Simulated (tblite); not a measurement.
Parent: `[CH3:1][c:2]1[cH:3][cH:4][cH:5][c:6]2[cH:7][n:8][n:9][n:10]12`, C7H7N3.

Structures optimised with GFN2-xTB, isolated species. One conformer each, not checked by frequencies here.

```
coordinate of the parent    value
                   C1–C2  1.488 Å
                   C2–C3  1.364 Å
                   C3–C4  1.413 Å
                   C4–C5  1.364 Å
                   C5–C6  1.403 Å
                   C6–C7  1.396 Å
                   C7–N8  1.332 Å
                   N8–N9  1.289 Å
                  N9–N10  1.329 Å
                  C2–N10  1.361 Å
                  C6–N10  1.384 Å
                C1–C2–C3   126.1°
               C1–C2–N10   116.5°
               C3–C2–N10   117.4°
                C2–C3–C4   121.3°
                C3–C4–C5   120.6°
                C4–C5–C6   118.4°
                C5–C6–C7   138.3°
               C5–C6–N10   119.0°
               C7–C6–N10   102.7°
                C6–C7–N8   108.4°
                C7–N8–N9   110.4°
               N8–N9–N10   108.3°
               C2–N10–N9   126.4°
               C2–N10–C6   123.4°
               C6–N10–N9   110.2°
```

Task: How does the shared frame change in `[CH3:1][c:2]1[n:3][n:4][n:5]2[c:6]([CH3:7])[cH:8][cH:9][cH:10][c:11]12`, C8H9N3? Atoms pair as C1 = C7, C2 = C6, C3 = C8, C4 = C9, C5 = C10, C6 = C11, C7 = C2, N8 = N3, N9 = N4, N10 = N5 (parent first).

Result: 
```tsv
parent	relative	value in the relative	change
C1–C2	C7–C6	1.488 Å	0.000
C2–C3	C6–C8	1.363 Å	-0.001
C3–C4	C8–C9	1.414 Å	+0.001
C4–C5	C9–C10	1.364 Å	0.000
C5–C6	C10–C11	1.402 Å	-0.001
C6–C7	C11–C2	1.402 Å	+0.006
C7–N8	C2–N3	1.334 Å	+0.002
N8–N9	N3–N4	1.292 Å	+0.003
N9–N10	N4–N5	1.327 Å	-0.002
C2–N10	C6–N5	1.361 Å	0.000
C6–N10	C11–N5	1.384 Å	0.000
C1–C2–C3	C7–C6–C8	126.1°	0.0
C1–C2–N10	C7–C6–N5	116.5°	0.0
C3–C2–N10	C8–C6–N5	117.4°	0.0
C2–C3–C4	C6–C8–C9	121.4°	+0.1
C3–C4–C5	C8–C9–C10	120.5°	-0.1
C4–C5–C6	C9–C10–C11	118.4°	0.0
C5–C6–C7	C10–C11–C2	137.8°	-0.5
C5–C6–N10	C10–C11–N5	119.1°	+0.1
C7–C6–N10	C2–C11–N5	103.0°	+0.3
C6–C7–N8	C11–C2–N3	107.7°	-0.7
C7–N8–N9	C2–N3–N4	110.8°	+0.4
N8–N9–N10	N3–N4–N5	108.2°	-0.1
C2–N10–N9	C6–N5–N4	126.5°	+0.1
C2–N10–C6	C6–N5–C11	123.2°	-0.2
C6–N10–N9	C11–N5–N4	110.2°	0.0
```

Of the parent's bonds, C6–C7 changes most (+0.006 Å). Bonds of the relative outside the shared frame: C1–C2 1.484 Å. Point group Cs → Cs.

These are computed values.
